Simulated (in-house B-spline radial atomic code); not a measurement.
Atomic self-consistent-field run: As¹⁴⁺. Method: scalar-relativistic (X2C) LC-wPBE, spin-polarised, spherical fractional occupations, Fermi nucleus of rms radius 4.0968 fm. Calculated with a B-spline radial code for spherical atoms.

Command:
```bash
python run_scf.py task.json out
```
Settings (nuclear radius in fm, mass in u):
```
Z                33
configuration    [Ar] 3d1
hamiltonian      x2c
method           lc_wpbe
spin_polarised   True
nucleus          fermi
rms_radius       4.0968
atomic_mass      74.92159
speed_of_light   137.035999084
```

Output (hartree, bohr):
```
 radial grid: 61 intervals, B-splines of order 8, outer radius 4.6939 bohr

 iter        energy (Eh)    residual
    1       -2155.762713    1.47e+00
    2       -2167.411996    2.91e-01
    3       -2167.923066    1.12e-01
    4       -2168.002266    4.33e-02
    5       -2168.015784    9.84e-03
    6       -2168.016496    1.35e-04
    7       -2168.016496    6.75e-06
    8       -2168.016496    1.91e-07

 total energy                     -2168.01650
 kinetic                            2219.9906
 electron-nucleus                  -4905.2017
 Hartree                             586.2398
 exact exchange                       -4.0722
 exchange-correlation                -64.9729

 orbital      occ     eigenvalue          <r>       <r^2>       <1/r>       r_max
 1s up      1.000      -447.3053    0.0451105  0.00275147     34.1724     0.02928
 1s down    1.000      -447.3054    0.0451103  0.00275144     34.1725     0.02928
 2s up      1.000       -71.8985     0.201584   0.0479241      7.5153      0.1698
 2s down    1.000       -71.8383     0.201477   0.0478716     7.51992      0.1698
 2p up      3.000       -65.1935     0.176356   0.0380252     7.24845      0.1362
 2p down    3.000       -65.1482     0.176234    0.037969     7.25257      0.1361
 3s up      1.000       -21.7494     0.537667    0.329359      2.7113      0.4931
 3s down    1.000       -21.6608     0.538477     0.33034      2.7053      0.4935
 3p up      3.000       -19.6116     0.533846    0.329069     2.58657      0.4833
 3p down    3.000       -19.5210     0.534807    0.330247     2.58054      0.4838
 3d up      1.000       -16.0031     0.497803    0.290403     2.41505      0.4093

 Slater integrals (Eh)
   F0(3p up,3p up)               1.684916
   F2(3p up,3p up)               0.852919
   F0(3p up,3p down)             1.683408
   F2(3p up,3p down)             0.852280
   F0(3p up,3d up)               1.734645
   F2(3p up,3d up)               0.846986
   G1(3p up,3d up)               0.962350
   G3(3p up,3d up)               0.625184
   F0(3p down,3p down)           1.681905
   F2(3p down,3p down)           0.851646
   F0(3p down,3d up)             1.732994
   F2(3p down,3d up)             0.846140
   F0(3d up,3d up)               1.819809
   F2(3d up,3d up)               0.921754
   F4(3d up,3d up)               0.591723
```

Cost of the run: 0.69 s on 1 thread of Arm Neoverse N1, with other jobs on the host.

Caution: exact exchange at fractional occupations of open shells leaves self-interaction of up to several eV.

One-electron X2C: radii and densities carry no picture-change correction, so inner-shell <1/r> comes out high (for 1s by about 2 % at Z = 33, 5 % at 54, 10 % at 75, 30 % at 118) and <r> low.
